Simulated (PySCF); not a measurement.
Record of a relaxation.

Compound: CH6SiTe.
Atom-mapped SMILES: `[CH3:1][SiH2:2][TeH:3]` (hydrogens: H4, H5, H6 on C1; H7, H8 on Si2; H9 on Te3)

Method: PBE0-D3(BJ)/def2-SVP geometry optimisation, gas phase, def2 core potentials past Kr (PySCF); density fitting, grid level 1; the optimiser is geomeTRIC in internal coordinates, started from a GFN2-xTB structure with every atom displaced at random (about 0.01 Å). The frame can shift and turn from step to step; on so coarse a grid that alone can change the energy by a few meV, and forces under 0.02 eV/Å are noise.

Step 0: E = -16298.5732 eV, largest atomic force 1.780 eV/Å
```
atom  x, y, z in Å  |  force x, y, z in eV/Å
C1     -1.075   -0.431   -0.092   -0.567   1.604  -0.525
Si2     0.326    0.834   -0.129   -0.512  -0.665  -0.016
Te3     2.333   -0.104    0.968    0.572   0.533   0.518
H4     -0.804   -1.304   -0.648    0.233  -0.909  -0.540
H5     -1.348   -0.703    0.909   -0.081  -0.313   0.938
H6     -1.991    0.018   -0.556    0.499  -0.233   0.098
H7      0.591    1.228   -1.516    0.134   0.119  -0.524
H8     -0.004    2.045    0.621   -0.119   0.499   0.350
H9      2.030   -1.601    0.409   -0.160  -0.634  -0.299
```

Step 1: E = -16298.6561 eV, largest atomic force 0.264 eV/Å
```
atom  x, y, z in Å  |  force x, y, z in eV/Å
C1     -1.113   -0.420   -0.073    0.064  -0.239   0.055
Si2     0.318    0.792   -0.104   -0.037   0.114  -0.035
Te3     2.360   -0.123    1.035   -0.060  -0.252  -0.048
H4     -0.840   -1.340   -0.622   -0.054   0.121   0.093
H5     -1.389   -0.699    0.958    0.059   0.038  -0.101
H6     -1.994    0.018   -0.566   -0.033   0.048  -0.026
H7      0.629    1.171   -1.519   -0.004  -0.022   0.037
H8      0.011    2.044    0.657    0.005  -0.027  -0.032
H9      2.079   -1.650    0.393    0.061   0.218   0.058
```

Step 2: E = -16298.6613 eV, largest atomic force 0.094 eV/Å
```
atom  x, y, z in Å  |  force x, y, z in eV/Å
C1     -1.114   -0.422   -0.071   -0.002  -0.047  -0.006
Si2     0.316    0.791   -0.104   -0.004   0.038  -0.008
Te3     2.347   -0.137    1.048   -0.008   0.059   0.067
H4     -0.845   -1.343   -0.611   -0.011   0.012   0.012
H5     -1.386   -0.692    0.960    0.013   0.013   0.000
H6     -1.994    0.019   -0.567    0.003   0.005   0.008
H7      0.635    1.165   -1.516    0.003  -0.012  -0.001
H8      0.006    2.043    0.651    0.002  -0.001  -0.007
H9      2.094   -1.631    0.369    0.005  -0.067  -0.065
```

Step 3: E = -16298.6643 eV, largest atomic force 0.078 eV/Å
```
atom  x, y, z in Å  |  force x, y, z in eV/Å
C1     -1.116   -0.423   -0.068   -0.025   0.059  -0.028
Si2     0.314    0.791   -0.104    0.008  -0.018   0.004
Te3     2.331   -0.145    1.069   -0.007   0.056   0.054
H4     -0.850   -1.348   -0.599    0.012  -0.039  -0.025
H5     -1.387   -0.681    0.964   -0.009  -0.002   0.041
H6     -1.995    0.018   -0.568    0.007  -0.014   0.017
H7      0.646    1.157   -1.513    0.004  -0.009  -0.014
H8      0.000    2.045    0.645    0.004   0.011   0.006
H9      2.118   -1.620    0.333    0.005  -0.045  -0.055
```

Step 4: E = -16298.6696 eV, largest atomic force 0.195 eV/Å
```
atom  x, y, z in Å  |  force x, y, z in eV/Å
C1     -1.132   -0.423   -0.061   -0.037   0.188  -0.036
Si2     0.309    0.779   -0.098    0.009  -0.094   0.031
Te3     2.282   -0.173    1.135   -0.001   0.033   0.001
H4     -0.876   -1.364   -0.564    0.039  -0.077  -0.049
H5     -1.407   -0.647    0.978   -0.032  -0.028   0.055
H6     -2.003    0.019   -0.573    0.000  -0.032   0.013
H7      0.682    1.122   -1.503    0.006  -0.008  -0.019
H8     -0.011    2.042    0.630    0.005   0.021   0.017
H9      2.216   -1.560    0.214    0.011  -0.002  -0.012
```

Step 5: E = -16298.6719 eV, largest atomic force 0.135 eV/Å
```
atom  x, y, z in Å  |  force x, y, z in eV/Å
C1     -1.145   -0.420   -0.060   -0.026   0.132  -0.016
Si2     0.307    0.768   -0.092    0.000  -0.069   0.028
Te3     2.266   -0.185    1.161   -0.001   0.011  -0.022
H4     -0.893   -1.368   -0.554    0.026  -0.044  -0.028
H5     -1.427   -0.635    0.980   -0.024  -0.027   0.025
H6     -2.011    0.023   -0.578    0.002  -0.021   0.004
H7      0.697    1.099   -1.496    0.005  -0.008  -0.010
H8     -0.010    2.038    0.628    0.007   0.012   0.011
H9      2.275   -1.525    0.169    0.011   0.014   0.007
```

Step 6: E = -16298.6744 eV, largest atomic force 0.028 eV/Å
```
atom  x, y, z in Å  |  force x, y, z in eV/Å
C1     -1.174   -0.414   -0.059    0.001  -0.006   0.026
Si2     0.302    0.745   -0.078   -0.011   0.000   0.007
Te3     2.248   -0.203    1.197    0.006  -0.009  -0.026
H4     -0.926   -1.371   -0.543    0.000   0.015   0.004
H5     -1.474   -0.621    0.979   -0.003  -0.011  -0.021
H6     -2.028    0.034   -0.591    0.005   0.006  -0.012
H7      0.720    1.053   -1.480   -0.001  -0.004   0.003
H8     -0.001    2.025    0.629    0.002  -0.004  -0.001
H9      2.393   -1.454    0.104    0.000   0.013   0.019
```

Step 7: E = -16298.6747 eV, largest atomic force 0.027 eV/Å
```
atom  x, y, z in Å  |  force x, y, z in eV/Å
C1     -1.171   -0.414   -0.059    0.002  -0.019   0.020
Si2     0.302    0.747   -0.078   -0.004   0.005   0.001
Te3     2.258   -0.194    1.188   -0.001  -0.002  -0.007
H4     -0.920   -1.368   -0.549   -0.003   0.013   0.003
H5     -1.474   -0.629    0.977    0.001  -0.004  -0.015
H6     -2.025    0.034   -0.592    0.004   0.006  -0.009
H7      0.713    1.058   -1.480   -0.003  -0.002   0.002
H8     -0.002    2.027    0.632    0.004  -0.004   0.001
H9      2.378   -1.468    0.120    0.001   0.007   0.006
```

Q: Summarise the path.

A: The energy falls by 0.1015 eV from step 0 to step 7; nine tenths of that is first reached at step 4. It falls at every step. The largest force goes from 1.780 to 0.027 eV/Å. Among the bonds Te3–H9 changes most (a near tie, within 0.001 Å, with another), from 1.626 to 1.667 Å; the atoms move by 0.210 Å rms after alignment.

Q: Follow the three bonds and two angles with the largest change from start to end.

A: 
```json
{"step": "0", "E above end (eV)": "0.1015", "largest force (eV/Å)": "1.780", "Te3–H9 (Å)": "1.626", "Si2–Te3 (Å)": "2.472", "Si2–H8 (Å)": "1.462", "H5–C1–H6 (°)": "106.2", "Te3–Si2–H7 (°)": "112.0"}
{"step": "1", "E above end (eV)": "0.0186", "largest force (eV/Å)": "0.264", "Te3–H9 (Å)": "1.680", "Si2–Te3 (Å)": "2.511", "Si2–H8 (Å)": "1.497", "H5–C1–H6 (°)": "108.6", "Te3–Si2–H7 (°)": "110.6"}
{"step": "2", "E above end (eV)": "0.0134", "largest force (eV/Å)": "0.094", "Te3–H9 (Å)": "1.661", "Si2–Te3 (Å)": "2.513", "Si2–H8 (Å)": "1.495", "H5–C1–H6 (°)": "108.8", "Te3–Si2–H7 (°)": "110.7"}
{"step": "3", "E above end (eV)": "0.0104", "largest force (eV/Å)": "0.078", "Te3–H9 (Å)": "1.662", "Si2–Te3 (Å)": "2.514", "Si2–H8 (Å)": "1.494", "H5–C1–H6 (°)": "108.9", "Te3–Si2–H7 (°)": "110.7"}
{"step": "4", "E above end (eV)": "0.0051", "largest force (eV/Å)": "0.195", "Te3–H9 (Å)": "1.666", "Si2–Te3 (Å)": "2.514", "Si2–H8 (Å)": "1.493", "H5–C1–H6 (°)": "108.9", "Te3–Si2–H7 (°)": "110.7"}
{"step": "5", "E above end (eV)": "0.0028", "largest force (eV/Å)": "0.135", "Te3–H9 (Å)": "1.667", "Si2–Te3 (Å)": "2.514", "Si2–H8 (Å)": "1.493", "H5–C1–H6 (°)": "108.8", "Te3–Si2–H7 (°)": "110.4"}
{"step": "6", "E above end (eV)": "0.0003", "largest force (eV/Å)": "0.028", "Te3–H9 (Å)": "1.668", "Si2–Te3 (Å)": "2.512", "Si2–H8 (Å)": "1.494", "H5–C1–H6 (°)": "108.7", "Te3–Si2–H7 (°)": "109.7"}
{"step": "7", "E above end (eV)": "0.0000", "largest force (eV/Å)": "0.027", "Te3–H9 (Å)": "1.667", "Si2–Te3 (Å)": "2.512", "Si2–H8 (Å)": "1.494", "H5–C1–H6 (°)": "108.7", "Te3–Si2–H7 (°)": "109.7"}
```

The cost below is that of the whole optimisation. Time: 20 s of wall time; peak memory 0.37 GiB. Hardware: Arm Neoverse V2, one thread, shared host with 32 logical CPUs at a one-minute load of 12.
